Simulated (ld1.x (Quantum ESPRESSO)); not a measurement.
**Yb TM: all-electron and pseudo phase curves**

- Element: Yb (Z = 70)
- Generator: ld1.x (Quantum ESPRESSO) 7.5
- Type: norm-conserving Troullier–Martins (Kleinman–Bylander form)
- Functional: PBE
- Relativity: fully relativistic
- Frozen core: [Kr] 4d10 5s2
- Valence charge: 22
- Reference configuration: 4f13 5p6 5d0 6s0 6p0 (charge +3)
- Partial waves: 6s (bound, empty): rc 2.30 bohr; 5p (bound): rc 1.50 bohr; 5d (bound, empty): rc 2.25 bohr; 4f (bound): rc 1.10 bohr
- Local potential: all-electron potential smoothed inside 1.00 bohr (lloc = -1)
- Core correction: Bessel-smoothed model core inside 0.55 bohr

Open shells are filled in proportion to 2j + 1 (rel_dist='average').

The phase is arctan(r·u′/u) with u = r·R(r), unwrapped; energies in Ry, scanned from -6 to 5 Ry. A pole is an energy at which the radial function vanishes at the test radius. The pseudo phase is shifted by a multiple of π to meet the all-electron one at the reference energy, and phase errors are pseudo minus all-electron; the curves can meet again beyond the range given. Levels narrower than the energy grid can be missing from the lists of poles.

Question: For each channel, where are the poles, and over which energies does the pseudopotential scatter like the atom?

Answer:

```tsv
channel	radius (bohr)	reference energy (Ry)	poles, all-electron	poles, pseudo	unbroken range about the reference energy with phases within 0.05 rad	phase error 1 Ry above the reference energy (rad)
s	2.51	-1.78	1.92	-4.75, 1.43	-4.5 to 2.1	-0.012
p1/2	2.51	-4.54	-4.36, 3.30	-4.36, 0.60, 4.38	below -1.6	-0.002
p3/2	2.51	-4.05	-3.78, 3.96	-3.78, -1.05, 4.51	below -1.9	-0.004
d3/2	2.51	-1.87	-0.93	-0.93	below 1.3	-0.002
d5/2	2.51	-1.82	-0.83	-0.83	below 1.3	-0.002
f5/2	2.51	-2.70	-2.67, 2.77	-2.67, 2.87	the whole range	+0.001
f7/2	2.51	-2.60	-2.56, 2.81	-2.56, 2.91	the whole range	+0.001
```

A Bessel basis up to 400 Ry misses an occupied level by 0.02 Ry, so cutoffs and ghosts were not judged.

Phases in the d5/2 channel:

| E (Ry) | all-electron | pseudo |
| --- | --- | --- |
| -6.00 | 1.370 | 1.370 |
| -5.74 | 1.363 | 1.362 |
| -5.48 | 1.354 | 1.354 |
| -5.22 | 1.345 | 1.345 |
| -4.96 | 1.334 | 1.334 |
| -4.70 | 1.322 | 1.322 |
| -4.44 | 1.307 | 1.307 |
| -4.18 | 1.290 | 1.289 |
| -3.92 | 1.268 | 1.267 |
| -3.66 | 1.240 | 1.239 |
| -3.40 | 1.202 | 1.202 |
| -3.14 | 1.149 | 1.148 |
| -2.88 | 1.067 | 1.066 |
| -2.62 | 0.923 | 0.922 |
| -2.36 | 0.622 | 0.620 |
| -2.10 | -0.070 | -0.071 |
| -1.84 | -0.864 | -0.864 |
| -1.58 | -1.240 | -1.240 |
| -1.32 | -1.413 | -1.414 |
| -1.06 | -1.511 | -1.512 |
| -0.80 | -1.576 | -1.578 |
| -0.54 | -1.626 | -1.628 |
| -0.28 | -1.667 | -1.671 |
| -0.02 | -1.704 | -1.710 |
| 0.24 | -1.741 | -1.749 |
| 0.50 | -1.779 | -1.791 |
| 0.76 | -1.823 | -1.840 |
| 1.02 | -1.875 | -1.903 |
| 1.28 | -1.942 | -1.989 |
| 1.54 | -2.034 | -2.119 |
| 1.80 | -2.173 | -2.339 |
| 2.06 | -2.400 | -2.742 |
| 2.32 | -2.783 | -3.359 |
| 2.58 | -3.323 | -3.882 |
| 2.84 | -3.797 | -4.176 |
| 3.10 | -4.089 | -4.340 |
| 3.36 | -4.261 | -4.441 |
| 3.62 | -4.370 | -4.510 |
| 3.88 | -4.444 | -4.560 |
| 4.14 | -4.497 | -4.600 |
| 4.40 | -4.538 | -4.632 |
| 4.66 | -4.570 | -4.660 |
| 4.92 | -4.596 | -4.684 |
